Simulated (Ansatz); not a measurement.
```yaml
crystal:
  periodic: [false, false, false]
  atoms:
    - {symbol: Au, position_ang: [0.015717, 0.038353, 0.016573]}
    - {symbol: Au, position_ang: [-2.481907, 0.396757, 0.639171]}
    - {symbol: Au, position_ang: [2.467906, -0.383430, -0.633370]}
basis:
  gaussian: {orbitals: def2-TZVPD}
total_charge: -1
hamiltonian: {xc: {name: PBEsol}}
scf: {omitted_lower_state_checks: [starts]}
```

```sh
$ ansatz run in.yaml --threads 4 --pin off --events-out ev --progress --plain --max-ram 3916MiB
```

Shortened log:

```
Functional definition: PBEsol
1104 factors; their error is unknown
mean field evaluation 1: about -11073.5829 eV, gradient 2.7e1 eV
mean field evaluation 2: about -11069.3740 eV, gradient 5.4e1 eV
mean field evaluation 4: about -11074.9835 eV, gradient 3.2e0 eV
mean field evaluation 8: about -11075.0062 eV, gradient 1.6e-1 eV
mean field evaluation 16: about -11074.9990 eV, gradient 4.9e-5 eV
mean field -11074.99899542 eV, -406.9987061776 hartree, gradient 4.9e-5 eV, S^2 0.000000; 0 other end points of the search recorded, 0 dependent functions left out
reference -11074.99903190 eV, -406.9987075184 hartree; 29, 29 occupied and 100, 100 virtual orbitals, 1104 factors
Total energy: -11074.99903190 eV, -406.9987075184 hartree
Checks for a lower state left out: starts
```

Run time 1.1 s (4 threads of Arm Neoverse V2 on a shared host).

In the def2 sets Au takes a core potential; there is no spin–orbit coupling.
